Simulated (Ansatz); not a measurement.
C2H6B2FN can be A, `BN=CBCF`, or B, `BC1(F)NB1C`.

Program: Ansatz. Geometries: PBE0-D4/def2-TZVP. ΔE: electronic, gas phase. CCSD(T)/CBS adds triple-zeta CCSD(T) − MP2 to the extrapolated MP2 energy (def2 sets, frozen cores). Functionals use def2-TZVPP. B3LYP here is the variant with VWN-RPA as its local correlation; programs differ in this. Each species was taken in one conformer, which may not be the lowest.

Question: Which is lower in electronic energy at CCSD(T)/CBS, and by how much? (Best estimate.)

Answer: Ansatz gave: B, by 29.0 kJ/mol.

Question: Give E(B) − E(A) in kJ/mol with B3LYP, PBE0-D4, B3LYP-D4, B2PLYP, MP2/def2-TZVPP, CCSD/def2-TZVPP, CCSD(T)/def2-TZVPP. (Best estimate.)

Answer: Ansatz gave: B3LYP -1.2, PBE0-D4 -48.5, B3LYP-D4 -5.7, B2PLYP -14.3, MP2/def2-TZVPP -47.2, CCSD/def2-TZVPP -17.8, CCSD(T)/def2-TZVPP -26.9. None reverses the order clearly.

Largest T1 diagnostic: 0.015.

The D4 term adds −4.5 kJ/mol with B3LYP and −2.2 kJ/mol with PBE0; it sums over pairs of atoms, weighted by their polarisabilities, and B3LYP, whose exchange is more repulsive, gets the larger term. From PBE to PBE0 (25 % exact exchange), in def2-TZVPP and without D4, E(B) − E(A) moves by −4.7 kJ/mol.
